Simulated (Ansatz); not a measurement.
Spin states of LiI2⁻ (the lowest singlet isomer of a short search), each relaxed with r2SCAN-D4/def2-TZVPD in Ansatz. Electronic energies in the gas phase.

In the def2 sets I takes a core potential; there is no spin–orbit coupling. Correlated methods freeze 8 core orbitals; core or outer-core shells of Li, I are correlated, in sets that lack core-valence functions. In CCSD on the charge -1 quintet the largest single amplitude is 0.53, so its Hartree–Fock determinant may place the open shell otherwise than the density functionals do. In the triplet, I2 and I3 lie 3.23 Å apart (atoms count from 1), so these atoms are partly bonded to each other. In the quintet geometry the species has come apart into loosely held pieces. The structure comes from a short search, and lower isomers may exist.

Singlet geometry (D∞h within 0.1 Å):

```
atom   x (Å)   y (Å)   z (Å)
 Li1   0.000   0.000   0.000
  I2  -1.716  -0.086  -1.883
  I3   1.717   0.085   1.883
```

Triplet geometry (C2v within 0.1 Å):

Cartesian coordinates in Å:
```
Li 1.060 1.110 -0.183
I 0.375 -1.228 1.250
I -1.435 0.119 -1.067
```

Quintet geometry (D∞h within 0.1 Å):

Cartesian coordinates in Å:
```
Li 0.0038 -0.0200 0.0078
I 5.3073 0.9061 -0.0937
I -5.3111 -0.8860 0.0859
```

⟨S²⟩: triplet 2.00 at PBE0-D4/def2-TZVPD (pure 2.00), quintet 6.01 at PBE0-D4/def2-TZVPD (pure 6.00).

Run but left out: GFN2-xTB (tight binding far off the other levels); HF/STO-3G, HF/def2-TZVPD, HF/def2-TZVPPD, MP2/def2-TZVPD, MP2/def2-TZVPPD (quintet: a determinant that CCSD turns far, T1 0.101); LDA (SPW92)/def2-TZVPD (quintet: an occupied level 0.09 eV above an empty one).

Only these spin states were relaxed. The quintet has fallen apart into loose fragments. The triplet has other bonds than the singlet, so the gap mixes isomer and spin. The quintet has other bonds than the singlet, so the gap mixes isomer and spin.

| level | triplet − singlet (kcal/mol) | quintet − singlet (kcal/mol) | lowest of these | remarks |
| --- | --- | --- | --- | --- |
| PBE-D4/def2-TZVPD | 76.0 | 205.7 | singlet | HOMO above zero (quintet), HOMO above zero (triplet) |
| r2SCAN-D4/def2-TZVPD | 80.3 | 211.5 | singlet | HOMO above zero (quintet), HOMO above zero (triplet) |
| r2SCANh-D4/def2-TZVPD | 81.4 | 211.7 | singlet | HOMO above zero (quintet), HOMO above zero (triplet) |
| BHLYP-D4/def2-TZVPD | 85.6 | 213.0 | singlet | HOMO above zero (quintet), HOMO above zero (triplet) |
| ωB97M-V/def2-TZVPD | 91.5 | 218.8 | singlet | HOMO above zero (quintet) |
| PBE-QIDH/def2-TZVPD | 85.5 | 214.3 | singlet | – |
| CCSD/def2-TZVPPD | 87.5 | 208.6 | singlet | HOMO above zero (quintet), large T1 (0.101) (quintet) |
| CCSD(T)/def2-TZVPPD | 86.7 | 211.5 | singlet | HOMO above zero (quintet), large T1 (0.101) (quintet) |

Change of the quintet − singlet gap on mixing in exact exchange, in kcal/mol: r2SCAN to r2SCANh (10 % exact exchange) 0.3.
